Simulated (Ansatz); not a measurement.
Consider the ligand exchange at the Si–F bond: `F[SiH2]N[SiH3]` + HBr → `[SiH3]N[SiH2]Br` + H–F.

Computed with Ansatz on PBE0-D4/def2-TZVP structures; ΔE is electronic, products minus reactants. CBS: MP2 limit from def2 TZ/QZ plus the TZ coupled-cluster correction, frozen cores. This one scheme is used for every species. For Br outer-core shells are correlated without core-valence functions, which leaves a few kJ/mol of doubt a bond. Scalar relativity is left out up to krypton. One conformer a species, not always the lowest.

```tsv
species	HF/def2-SVP energy (Eh)
`F[SiH2]N[SiH3]`	-735.05207
HBr	-2572.68493
`[SiH3]N[SiH2]Br`	-3207.78304
H–F	-99.93236
```

(1) Work out ΔE.

Largest T1 diagnostic among the species: 0.011.

## Answers

(1) ΔE = (-3207.78304) + (-99.93236) − (-735.05207) − (-2572.68493) = 0.02160 Eh = +13.6 kcal/mol. CCSD(T)/CBS gives +10.5 kcal/mol.

At CCSD(T), def2-SVP lies +2.3 kcal/mol from the extrapolated value and def2-TZVPP +1.4 kcal/mol. In def2-TZVPP, CCSD(T) changes the Hartree–Fock value by −2.9 kcal/mol (the triples alone add −0.6 kcal/mol) and MP2 by −4.4 kcal/mol.
